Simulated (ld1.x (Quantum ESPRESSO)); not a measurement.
How hard is this Ba TM potential?

- Element: barium
- Generator: ld1.x (Quantum ESPRESSO) 7.5
- Type: norm-conserving Troullier–Martins (Kleinman–Bylander form)
- Functional: LDA (PZ)
- Relativity: fully relativistic
- Frozen core: [Kr] 4d10
- Valence charge: 10
- Reference configuration: 5s2 5p6 5d0 6s2 6p0
- Partial waves: 5p (bound): rc 2.55 bohr; 5d (bound, empty): rc 3.10 bohr; 5s (bound): rc 1.80 bohr
- Local potential: the s channel
- Core correction: none

Open shells are filled in proportion to 2j + 1 (rel_dist='average').

Occupied shells without a wave of their own: 6s. They enter only through the test configuration that unscreens the potential.

The pseudo-atom Hamiltonian at the reference potential is diagonalised in spherical Bessel functions j_l(qr) that vanish at 20 bohr, with q² up to the cutoff. All-electron valence levels (Ry): 5p1/2 -1.4894, 6p1/2 -0.1017, 5p3/2 -1.3339, 6p3/2 -0.0909, 5d3/2 -0.1626, 5d5/2 -0.1534, 5s -2.4811, 6s -0.2462.

Question: How do the lowest levels (Ry) of each channel move with the cutoff, and are there ghosts?

Answer:

```
cutoff (Ry)   p1/2 #1  p1/2 #2  p1/2 #3  p1/2 #4  p3/2 #1  p3/2 #2  p3/2 #3  d3/2 #1  d3/2 #2  d5/2 #1  d5/2 #2     s #1     s #2    f #1    f #2  Σ f·Δε (mRy)
          8   -1.4996  -0.1162   0.0385   0.1666  -1.3208  -0.0891   0.0494  -0.1510   0.0410  -0.1430   0.0420  -2.2568  -0.2153  0.0847  0.1851         574.1
         15  -26.2400  -1.4830  -0.0982   0.0461  -1.3289  -0.0899   0.0491  -0.1563   0.0403  -0.1472   0.0414  -2.4459  -0.2401  0.0847  0.1849          98.6
         25  -77.0015  -1.4873  -0.1005   0.0451  -1.3313  -0.0904   0.0488  -0.1563   0.0403  -0.1472   0.0414  -2.4606  -0.2432  0.0847  0.1849          44.4
         45  -86.9247  -1.4875  -0.1006   0.0451  -1.3315  -0.0904   0.0488  -0.1563   0.0403  -0.1472   0.0414  -2.4793  -0.2450  0.0847  0.1849           2.5
         60  -90.9618  -1.4875  -0.1006   0.0451  -1.3315  -0.0904   0.0488  -0.1563   0.0403  -0.1472   0.0414  -2.4797  -0.2451  0.0847  0.1849           1.6
         90  -91.4788  -1.4875  -0.1006   0.0451  -1.3315  -0.0905   0.0488  -0.1563   0.0403  -0.1472   0.0414  -2.4803  -0.2452  0.0847  0.1849           0.1
        400  -91.6054  -1.4875  -0.1006   0.0451  -1.3315  -0.0905   0.0488  -0.1563   0.0403  -0.1472   0.0414  -2.4804  -0.2452  0.0847  0.1849           0.0
```

Result: ghost state, extra bound levels that the all-electron valence spectrum of the same l lacks: p1/2 at -1246.4 eV (a true bound ghost makes a file unfit for plane-wave use); 10 mRy is reached at 40 Ry and 1 mRy at 70 Ry.

1 of 7 tests not solved or not reliable.
